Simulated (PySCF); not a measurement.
2-bromobuta-1,3-diene (C4H5Br), SMILES C(Br)(=C)C=C.

The structure is a stationary point at PBE0-D3(BJ)/def2-SVP. The values are those of a single conformer.

Computed with CAM-B3LYP/def2-TZVP (PySCF).

Symmetry labels are those of the subgroup Cs that the program uses (full group Cs).

List the valence orbital energies around the gap with their symmetry. (The exact figures need the calculation; the answer reports its results.)


```csv
orbital,symmetry,energy (eV)
HOMO−7,A',-14.85
HOMO−6,A',-13.06
HOMO−5,A',-12.66
HOMO−4,A",-11.99
HOMO−3,A',-11.44
HOMO−2,A',-9.65
HOMO−1,A",-9.53
HOMO,A",-8.26
LUMO,A",-0.21
LUMO+1,A',1.27
LUMO+2,A",2.50
LUMO+3,A',2.66
```
